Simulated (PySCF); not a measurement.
## Basis and Hamiltonian dependence of the excitation energy of Rh

Rh [Kr] 4d8 5s1 (4F) → Rh [Kr] 4d7 5s2 (4F). All values are computed (PySCF 2.14, energy differences of UHF-based or UKS calculations, no spin-orbit coupling). Values in eV.

```json
{"basis": "aug-cc-pVDZ-PP with ECP28MDF", "Hamiltonian": "ECP", "functions": "54", "UHF": "1.286", "r2SCAN": "1.782", "PBE0": "1.813", "MP2 (valence)": "1.624", "CCSD(T) (valence)": "1.429", "CCSD(T) (valence and next inner shell)": "n/a"}
{"basis": "def2-TZVPPD with the def2 core potential (28 electrons)", "Hamiltonian": "ECP", "functions": "56", "UHF": "1.309", "r2SCAN": "1.795", "PBE0": "1.830", "MP2 (valence)": "1.753", "CCSD(T) (valence)": "1.535", "CCSD(T) (valence and next inner shell)": "1.396"}
{"basis": "ANO-RCC-VTZP", "Hamiltonian": "spin-free X2C", "functions": "68", "UHF": "1.308", "r2SCAN": "1.976", "PBE0": "1.948", "MP2 (valence)": "1.817", "CCSD(T) (valence)": "1.587", "CCSD(T) (valence and next inner shell)": "1.503"}
{"basis": "aug-cc-pwCVDZ-PP with ECP28MDF", "Hamiltonian": "ECP", "functions": "70", "UHF": "1.268", "r2SCAN": "1.767", "PBE0": "1.796", "MP2 (valence)": "1.659", "CCSD(T) (valence)": "1.451", "CCSD(T) (valence and next inner shell)": "1.257"}
{"basis": "x2c-TZVPPall", "Hamiltonian": "spin-free X2C", "functions": "79", "UHF": "1.302", "r2SCAN": "1.971", "PBE0": "1.929", "MP2 (valence)": "1.778", "CCSD(T) (valence)": "1.544", "CCSD(T) (valence and next inner shell)": "1.448"}
{"basis": "def2-QZVPPD with the def2 core potential (28 electrons)", "Hamiltonian": "ECP", "functions": "88", "UHF": "1.302", "r2SCAN": "1.788", "PBE0": "1.824", "MP2 (valence)": "1.786", "CCSD(T) (valence)": "1.586", "CCSD(T) (valence and next inner shell)": "n/a"}
{"basis": "x2c-TZVPPall with one added diffuse shell each of s, p, d, f type", "Hamiltonian": "spin-free X2C", "functions": "95", "UHF": "1.303", "r2SCAN": "1.972", "PBE0": "1.929", "MP2 (valence)": "1.785", "CCSD(T) (valence)": "1.574", "CCSD(T) (valence and next inner shell)": "1.480"}
{"basis": "aug-cc-pVTZ-DK", "Hamiltonian": "spin-free X2C", "functions": "102", "UHF": "1.298", "r2SCAN": "1.951", "PBE0": "1.915", "MP2 (valence)": "1.757", "CCSD(T) (valence)": "1.542", "CCSD(T) (valence and next inner shell)": "n/a"}
{"basis": "aug-cc-pVTZ-PP with one added diffuse shell each of s, p, d, f, g type with ECP28MDF", "Hamiltonian": "ECP", "functions": "113", "UHF": "1.259", "r2SCAN": "1.742", "PBE0": "1.786", "MP2 (valence)": "1.699", "CCSD(T) (valence)": "n/a", "CCSD(T) (valence and next inner shell)": "n/a"}
{"basis": "x2c-QZVPPall", "Hamiltonian": "spin-free X2C", "functions": "118", "UHF": "1.291", "r2SCAN": "1.933", "PBE0": "1.912", "MP2 (valence)": "1.776", "CCSD(T) (valence)": "n/a", "CCSD(T) (valence and next inner shell)": "n/a"}
{"basis": "aug-cc-pwCVTZ-PP with ECP28MDF", "Hamiltonian": "ECP", "functions": "122", "UHF": "1.254", "r2SCAN": "1.743", "PBE0": "1.785", "MP2 (valence)": "1.733", "CCSD(T) (valence)": "n/a", "CCSD(T) (valence and next inner shell)": "n/a"}
{"basis": "dyall-v2z", "Hamiltonian": "spin-free X2C", "functions": "127", "UHF": "1.299", "r2SCAN": "1.941", "PBE0": "1.917", "MP2 (valence)": "1.664", "CCSD(T) (valence)": "n/a", "CCSD(T) (valence and next inner shell)": "n/a"}
{"basis": "aug-cc-pwCVTZ-DK", "Hamiltonian": "spin-free X2C", "functions": "136", "UHF": "1.291", "r2SCAN": "1.950", "PBE0": "1.915", "MP2 (valence)": "1.777", "CCSD(T) (valence)": "n/a", "CCSD(T) (valence and next inner shell)": "n/a"}
```

Frozen in the all-electron rows: valence and next inner shell: [Ar] 3d10; valence: [Kr]; with a core potential, the same shells as far as they lie outside it.
